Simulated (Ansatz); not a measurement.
Relaxation of CH$_{5}$AlF$_{2}$S (10 atoms, charge 0, multiplicity 1), to a largest force component of 0.03 eV/Å in at most 50 steps.

All numbers below come from UKS PBE-D4/6-31G* in Ansatz.

```xyz
10
Properties=species:S:1:pos:R:3:forces:R:3
Al -1.390 -0.243 -0.295 0.36 0.14 0.09
C 0.380 -1.079 -0.477 -0.26 -0.10 0.00
F -2.253 0.282 -1.620 -0.01 0.01 -0.01
F -2.172 -0.223 1.177 -0.03 0.00 -0.01
H 1.356 0.972 0.232 0.15 0.19 0.08
S 0.990 2.229 0.611 -0.22 -0.16 -0.08
H 0.896 -1.131 0.497 0.02 0.00 -0.02
H 0.272 -2.119 -0.832 0.02 -0.04 -0.05
H 1.016 -0.551 -1.209 -0.01 -0.05 -0.02
H 0.904 1.864 1.916 -0.02 0.01 0.01
```

**Question.** Where does it end, and by what steps?

**Answer.** It converged. The force dipped under the threshold on the way, but the program's further checks kept it going. After 25 steps the energy has fallen by 0.470 eV; H5 moved furthest, 1.16 Å. Joined: Al1–S6.

```
step  energy less start (eV)  largest force component (eV/Å)  accepted
   0                  0.0000                           0.357       yes
   1                 -0.1062                           1.102       yes
   2                 -0.1955                           1.092       yes
   3                 -0.3400                           0.808       yes
   4                 -0.4129                           0.416       yes
   5                 -0.4366                           0.277       yes
   6                 -0.4483                           0.162       yes
   7                 -0.4514                           0.105       yes
   8                 -0.4527                           0.056       yes
   9                 -0.4528                           0.062       yes
  10                 -0.4542                           0.030       yes
  11                 -0.4420                           0.624        no
  12                 -0.4551                           0.027       yes
  13                 -0.4556                           0.219       yes
  14                 -0.4575                           0.173       yes
  15                 -0.4617                           0.072       yes
  16                 -0.4631                           0.098       yes
  17                 -0.4666                           0.035       yes
  18                 -0.4568                           0.640        no
  19                 -0.4676                           0.060       yes
  20                 -0.4687                           0.130       yes
  21                 -0.4693                           0.062       yes
  22                 -0.4696                           0.049       yes
  23                 -0.4700                           0.006       yes
  24                 -0.4701                           0.032       yes
  25                 -0.4701                           0.019       yes
```

```xyz
10
Properties=species:S:1:pos:R:3
Al -1.047 -0.010 -0.165
C 0.380 -1.327 -0.426
F -1.679 0.803 -1.494
F -2.076 -0.154 1.157
H 1.248 2.070 -0.113
S 0.214 2.031 0.768
H 0.900 -1.566 0.519
H -0.032 -2.275 -0.814
H 1.135 -0.982 -1.154
H 0.956 1.410 1.723
```

Time of the run: 85 s on 2 threads of Arm Neoverse V1, on a shared host, peak memory 0.18 GiB.
